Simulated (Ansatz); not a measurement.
Gas-phase electronic energies from Ansatz, PBE0-D4/def2-TZVP geometries. CCSD(T)/CBS adds triple-zeta CCSD(T) − MP2 to the extrapolated MP2 energy (def2 sets, frozen cores). Functionals use def2-TZVPP. For Ge outer-core shells are correlated without core-valence functions, which leaves a few kJ/mol of doubt a bond. Scalar relativity is left out up to krypton. One conformer a species, not always the lowest.

`[BH2][GeH2][CH2][SiH3]` → `B[CH]([SiH3])[GeH3]`  (isomerisation)

```
             level  ΔE (kJ/mol)  difference from CCSD(T)/CBS
            PBE-D4        -45.8                         -1.2
           PBE0-D4        -45.9                         -1.3
            B2PLYP        -44.1                          0.5
     HF/def2-TZVPP        -36.9                          7.7
    MP2/def2-TZVPP        -50.6                         -6.0
SCS-MP2/def2-TZVPP        -46.7                         -2.1
   CCSD/def2-TZVPP        -42.3                          2.3
SCS-MP2/def2-QZVPP        -47.0                         -2.4
      HF/CBS(def2)        -38.0                          6.6
     MP2/CBS(def2)        -50.4                         -5.8
       CCSD(T)/CBS        -44.6                            0
```

Largest T1 diagnostic among the species: 0.012.

In def2-TZVPP, CCSD(T) changes the Hartree–Fock value by −7.9 kJ/mol (the triples alone add −2.6 kJ/mol) and MP2 by −13.7 kJ/mol. The D4 term adds −3.9 kJ/mol with B3LYP and −1.8 kJ/mol with PBE0; it sums over pairs of atoms, weighted by their polarisabilities, and B3LYP, whose exchange is more repulsive, gets the larger term.

B3LYP here is the variant with VWN-RPA as its local correlation; programs differ in this.
